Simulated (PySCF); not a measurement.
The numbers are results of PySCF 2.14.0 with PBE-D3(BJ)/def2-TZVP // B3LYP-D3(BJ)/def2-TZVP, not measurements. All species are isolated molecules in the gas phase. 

Reference species (SMILES): `[C-]#[N+]C#N` (neutral, multiplicity 1).

The S1 oscillator strength is 0.000. The LUMO comes out as -3.29 eV.

Changed species: `N#CN` (X = amino; the reference has X = isocyano).

### Question
Give the shifts of the S1 oscillator strength and LUMO.

### Answer
the S1 oscillator strength hardly moves; the LUMO rises by 2.62 eV, to -0.67 eV.
